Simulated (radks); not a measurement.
Q: The mean radii <r> (bohr) of the occupied orbitals of an atom or ion are listed with their occupations. Method: scalar-relativistic Kohn-Sham, PBE, spin-unpolarised, spherical densities, point nucleus; computed with a radial shooting solver on a logarithmic mesh with Libxc functionals.

| orbital | occ. | <r> |
|---|---|---|
| 1s | 2 | 0.05409 |
| 2s | 2 | 0.2449 |
| 2p | 6 | 0.2153 |
| 3s | 2 | 0.7438 |
| 3p | 6 | 0.7853 |
| 3d | 9 | 1.073 |

Name the element and its charge.

A: Z = 28, nickel, charge +1: Ni+ in [Ar] 3d9. The 1s radius gives Z: for a bare nucleus <r> = (2 gamma + 1)/(2Z) with gamma = sqrt(1 - (Z/c)^2), 0.05282 bohr for Z = 28, and screening makes it slightly larger (0.05409 here). The occupations add up to 27, and the charge is Z minus that.
